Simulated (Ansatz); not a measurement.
Nudged elastic band run: CH4OSiTe

Input file:

```yaml
crystal:
  periodic: [false, false, false]
  atoms:
    - { symbol: Te, position_ang: [-1.215235, 1.993169, -0.540973] }
    - { symbol: C, position_ang: [0.221871, 0.694834, 0.469409] }
    - { symbol: O, position_ang: [-0.298779, -0.334515, 1.352497] }
    - { symbol: Si, position_ang: [0.536713, -1.057798, 0.029044] }
    - { symbol: H, position_ang: [-1.644819, 0.809164, -1.657967] }
    - { symbol: H, position_ang: [0.992117, 1.343373, 0.933435] }
    - { symbol: H, position_ang: [1.801739, -1.778112, 0.370102] }
    - { symbol: H, position_ang: [-0.301408, -1.727215, -1.011247] }
basis:
  gaussian: { orbitals: def2-SVP }
hamiltonian:
  xc: pbe
  dispersion: d4
neb:
  order_check: false
  images: 9
  f_tol: 0.05
  max_iterations: 60
  initial_path: linear
  final_atoms:
    - { symbol: Te, position_ang: [-1.09571561, 1.35793419, -1.43401426] }
    - { symbol: C, position_ang: [0.13255705, 0.51050787, 0.15741501] }
    - { symbol: O, position_ang: [-0.48444791, -0.45093012, 1.05053548] }
    - { symbol: Si, position_ang: [0.6927572, -1.2372851, 0.07062685] }
    - { symbol: H, position_ang: [-1.96768514, 2.32266963, -0.36170033] }
    - { symbol: H, position_ang: [0.71242941, 1.30001716, 0.67404067] }
    - { symbol: H, position_ang: [1.91924791, -1.70842837, 0.78125332] }
    - { symbol: H, position_ang: [0.18305608, -2.15158527, -0.99385674] }
```

Launched with:

```bash
$ ansatz run input.yaml --threads 2 --pin off --max-ram 3072MiB --backend cpu --events-out ev --progress --plain --runs-dir out
```

Output, in part (warnings, iteration lines, the closing report on the highest movable image, with atoms numbered from 0):

```
NEB end point (image 0): max|allowed force component| = 8.706e-3 eV/Å (the criterion of neb.relax_end_points is 1.000e-2)
NEB end point (image 10): max|allowed force component| = 1.442e-2 eV/Å (the criterion of neb.relax_end_points is 1.000e-2)
NEB iter   1: max|band force component| = 7.638e-1 eV/Å  barrier→ = 0.1942 eV  barrier← = 0.2167 eV  Δτ_max = 0.2000 Å  (298 SCF iters)
NEB iter   2: max|band force component| = 6.334e-1 eV/Å  barrier→ = 0.1315 eV  barrier← = 0.1540 eV  Δτ_max = 0.2000 Å  (298 SCF iters)
NEB iter   3: max|band force component| = 3.544e-1 eV/Å  barrier→ = 0.0952 eV  barrier← = 0.1177 eV  CI = image 5  Δτ_max = 0.1275 Å  (270 SCF iters)
NEB iter   4: max|band force component| = 2.522e-1 eV/Å  barrier→ = 0.0826 eV  barrier← = 0.1051 eV  CI = image 5  Δτ_max = 0.0203 Å  (269 SCF iters)
NEB iter   5: max|band force component| = 1.632e-1 eV/Å  barrier→ = 0.0788 eV  barrier← = 0.1013 eV  CI = image 5  Δτ_max = 0.0450 Å  (265 SCF iters)
NEB iter   6: max|band force component| = 8.386e-2 eV/Å  barrier→ = 0.0749 eV  barrier← = 0.0974 eV  CI = image 5  Δτ_max = 0.0150 Å  (273 SCF iters)
NEB iter   7: max|band force component| = 3.165e-2 eV/Å  barrier→ = 0.0746 eV  barrier← = 0.0971 eV  CI = image 5  Δτ_max = 0.0000 Å  (509 SCF iters)
Total energy: -18306.03067269 eV, -672.7342189482 hartree
Atom 0 at    -1.098283     1.948754    -0.823321 Å, force    -0.000039     0.005294    -0.008882 eV/Å
Atom 1 at     0.183940     0.647708     0.429836 Å, force     0.013431    -0.025111     0.022928 eV/Å
Atom 2 at    -0.458276    -0.529175     0.947182 Å, force    -0.014012     0.003210    -0.004368 eV/Å
Atom 3 at     0.805464    -0.984091    -0.149437 Å, force     0.014748     0.009042     0.008762 eV/Å
Atom 4 at    -2.343117     0.830791    -0.683341 Å, force    -0.002474     0.000831     0.001531 eV/Å
Atom 5 at     0.698730     1.265972     1.192458 Å, force    -0.006505     0.005470    -0.011690 eV/Å
Atom 6 at     1.935990    -1.715730     0.502914 Å, force     0.001487     0.000676    -0.008579 eV/Å
Atom 7 at     0.367750    -1.521330    -1.471991 Å, force    -0.006635     0.000587     0.000299 eV/Å
Dipole moment:     0.347252    -0.162343    -0.131052 e Å
```

The forces met the threshold. The order of the stationary point at the top wasn't checked.

Final band (atoms are numbered from 1 in the order of the input):

| image | path coordinate (Å) | energy (eV) | dihedral H5–Te1–C2–O3 (°) |
| --- | --- | --- | --- |
| 0 | 0.00 | 0.000 | -76 |
| 1 | 0.31 | 0.005 | -63 |
| 2 | 0.62 | 0.022 | -49 |
| 3 | 0.93 | 0.045 | -35 |
| 4 | 1.23 | 0.067 | -19 |
| 5 | 1.54 | 0.075 | -4 |
| 6 | 1.88 | 0.062 | 14 |
| 7 | 2.23 | 0.036 | 30 |
| 8 | 2.57 | 0.007 | 45 |
| 9 | 2.91 | -0.015 | 59 |
| 10 | 3.25 | -0.023 | 73 |

The run took 110 s on 2 threads of Arm Neoverse V1, with other jobs on the host, peak memory 0.13 GiB.
